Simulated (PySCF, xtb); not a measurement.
CH₄N₂OSi, SMILES N[SiH2]OC#N.

GFN2-xTB run with xtb at its own geometry gives an orbital gap of 5.76 eV and a dipole moment of 5.84 D.

The structure is a stationary point at B3LYP-D3(BJ)/def2-SVP. This is a generated structure with no PubChem entry under its InChIKey; it may be hypothetical. Other conformers were not sampled.

Q: What does PBE/def2-TZVP (PySCF) give? (An estimate is asked for; the answer gives what the named calculation found.)

A: gap 6.01 eV (levels -6.95 and -0.94 eV), dipole 6.05 D.
